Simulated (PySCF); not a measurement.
## Dipole moment and polarisability of `CCc1pccpc1C`

C7H10P2.
Cartesian coordinates in Å at the PBE0-D3(BJ)/def2-SVP level; atoms count from 1:
```xyz
19
C7H10P2 angstrom
C     -2.308   -0.919    0.403
C     -1.687    0.230   -0.389
C     -0.179    0.287   -0.250
P      0.651   -0.582   -1.528
C      2.332   -0.454   -1.127
C      2.904    0.195   -0.044
P      2.109    1.078    1.217
C      0.400    0.958    0.836
C     -0.480    1.698    1.817
H     -3.402   -0.934    0.285
H     -1.914   -1.885    0.052
H     -2.084   -0.845    1.478
H     -2.133    1.188   -0.079
H     -1.945    0.103   -1.454
H      3.009   -0.952   -1.834
H      3.998    0.166    0.042
H     -1.043    2.502    1.317
H      0.117    2.159    2.617
H     -1.217    1.031    2.291
```

Level: CAM-B3LYP/def2-SVPD (PySCF), static field, nuclei fixed, core orbitals frozen in the response. The polarisability tensor in these axes (au):

```
x   158.96   3.14   1.79
y     3.14 108.63  30.06
z     1.79  30.06 133.89
```

Task: Give the principal values, the mean and the anisotropy Δα = √{½[(α1 − α2)² + (α2 − α3)² + (α1 − α3)²]}.

Result: Principal values 88.61, 152.31 and 160.56 au; mean 133.83 au = 19.83 Å³ = 22.07 × 10⁻⁴⁰ C²·m²/J; Δα = 68.19 au (51 % of the mean).

Task: What is the dipole moment, and where does it point?

Result: (-0.93, 0.16, 0.30) D, 0.99 D in size, pointing from the negative to the positive side. Measured along this direction, the outermost atoms are H16 at the negative end and H10 at the positive end.

Task: Rayleigh depolarisation ratio (linearly polarised light, static tensor)?

Result: ρ = 3Δα²/(45ᾱ² + 4Δα²) = 13950.6/(805929 + 18600.8) = 0.0169.

Task: In TDDFT the mean static polarisability is Σ f/ω² over all singlet excitations (ω in hartree). How much of it do the 10 lowest give? Their energies (eV) and oscillator strengths: 4.22, 0.0039; 4.28, 0.1583; 4.62, 0.0253; 4.67, 0.0006; 5.25, 0.2882; 5.33, 0.0013; 5.41, 0.0022; 5.54, 0.0011; 6.08, 0.3934; 6.24, 0.0159.

Result: They add up to 23.49 au, 17.6 % of the 133.83 au; the largest single term is 7.88 au, from the state at 6.08 eV. Terms in order: 0.16, 6.39, 0.88, 0.02, 7.74, 0.03, 0.06, 0.03, 7.88, 0.30 au. Higher excitations give the rest. The strengths listed sum to 0.890.

Task: What molar refraction does this α imply?

Result: Lorentz–Lorenz: R = (4π/3)N_A α = 2.5225 cm³/(mol·Å³) × 19.83 Å³ = 50.0 cm³/mol, in the limit of long wavelengths.

Isolated species at its PBE0-D3(BJ)/def2-SVP geometry (one conformer only).

The run behind these numbers computed excited states and ΔSCF ions as well. Time: 6.7 min of wall time (grids of density and orbitals included); peak memory 1.4 GiB. Hardware: one thread of an Arm Neoverse V1 (shared host).
